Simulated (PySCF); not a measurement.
How methods differ on the ionisation energy of Pt

Pt [Xe] 4f14 5d9 6s1 (3D) → Pt⁺ [Xe] 4f14 5d9 (2D), as a difference of total energies. Calculation: PySCF 2.14, in ANO-RCC-VTZP (8s7p5d3f1g, 84 functions); the spin-free X2C one-electron Hamiltonian (Gaussian nucleus). Correlated levels: valence: [Xe] 4f14 frozen. The calculations carry no spin-orbit coupling.

```json
{"method": "UHF", "ionisation energy (eV)": "7.586", "plus first-order spin-orbit estimate": "7.568", "error of that sum (eV)": "-1.391"}
{"method": "MP2 (valence)", "ionisation energy (eV)": "8.962", "plus first-order spin-orbit estimate": "8.944", "error of that sum (eV)": "-0.015"}
{"method": "SCS-MP2 (valence)", "ionisation energy (eV)": "8.749", "plus first-order spin-orbit estimate": "8.731", "error of that sum (eV)": "-0.228"}
{"method": "CCSD (valence)", "ionisation energy (eV)": "8.731", "plus first-order spin-orbit estimate": "8.713", "error of that sum (eV)": "-0.246"}
{"method": "CCSD(T) (valence)", "ionisation energy (eV)": "8.806", "plus first-order spin-orbit estimate": "8.789", "error of that sum (eV)": "-0.170"}
```

Reference: 8.959 eV (measured; NIST Atomic Spectra Database, ionization energies).

A first-order spin-orbit estimate (lowest level to lowest level, LS coupling) adds -0.018 eV.

Errors of the correlated levels include the incompleteness of this basis and the frozen core.
